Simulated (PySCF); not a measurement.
Si(F)3(Me) (CH₃F₃Si), SMILES C[Si](F)(F)F.

The structure is a stationary point at ωB97X-D3(BJ)/def2-SVP.

All values below come from CAM-B3LYP/def2-TZVP in PySCF.

The molecule is in vacuum.

total energy: -629.24921 hartree
point group: C3v
highest occupied level: -12.00 eV
lowest empty level: 1.52 eV
orbital gap: 13.52 eV
dipole moment: 2.61 D
quadrupole, principal values (traceless, Buckingham form, about the centre of nuclear charge): -2.02, -2.02, 4.03 D·Å
mean static polarisability: 33.1 bohr³ (4.91 Å³)
polarisability, principal values: 31.9, 31.9, 35.7 bohr³
